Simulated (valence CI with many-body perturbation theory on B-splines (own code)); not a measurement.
**Ar¹³⁺: key properties**

Method: configuration interaction combined with many-body perturbation theory (CI+MBPT): three valence electrons over a frozen Dirac-Fock core [He], a basis of 9 s, 9 p, 8 d, 6 f, 3 g, 1 h functions for each j, with the one-electron correlation potential Σ1, the two-electron term Σ2, the three-electron term Σ3, Breit, model QED; selected CI, second order for the rest, scaled by the run's own slope (own B-spline code, finite nucleus).

No measured levels were compared; by estimate levels of excited configurations hold to 0.05 to 0.15 % of their energy, terms of the ground configuration to about 0.5 %.

Rates and lifetimes use the calculated energies. Strong lines usually hold to 10 to 20 %, long lifetimes can be off by a factor of two.

Task: What is the ground level?

Result: 2s²2p ²P°_1/2, composition 97 % 2s²2p ²P° + 3 % 2p³ ²P°, g = 0.664.

Task: How well does LS coupling describe the low levels?

Result: Among the lowest 20 levels the leading LS term, summed over configurations, holds 98 % on average. For single configurations the figures are 95 % in LS and 76 % in jj coupling. Terms mix most in the J = 1/2 level at 63.82 eV, where the leading one holds 80 %.

Task: How is the term ²P° of the ground level split?

Result: J = 1/2 at 0.00, J = 3/2 at 2.81 eV.

Task: What are the static dipole polarisabilities of the lowest levels?

Result: 2s²2p ²P°_1/2 0.0490; 2s²2p ²P°_3/2 0.0491 (tensor 0.0042) bohr³, of which the core gives 9.14e-05.

Task: Name the longest-lived excited levels whose lifetime is computed, and their main decay.

Result: 2s²2p ²P°_3/2 at 2.81 eV lives 9.52 ms, mostly by M1 to 2s²2p ²P°_1/2; 2s2p² ⁴P_3/2 at 29.48 eV lives 1.68 μs, mostly by E1 to 2s²2p ²P°_3/2; 2s2p² ⁴P_5/2 at 30.91 eV lives 421 ns, mostly by E1 to 2s²2p ²P°_3/2.

Task: Where does the other parity begin?

Result: At 2s2p² ⁴P_1/2, 28.42 eV.

Task: Among levels below 487.27 eV, which E1 lines absorb most strongly from the ground level?

Result: to 2s²3d ²D_3/2 at 2.747 nm, f = 0.648; to 2s2p3p ²D_3/2 at 2.623 nm, f = 0.230; to 2s2p3p ²P_1/2 at 2.657 nm, f = 0.0787.
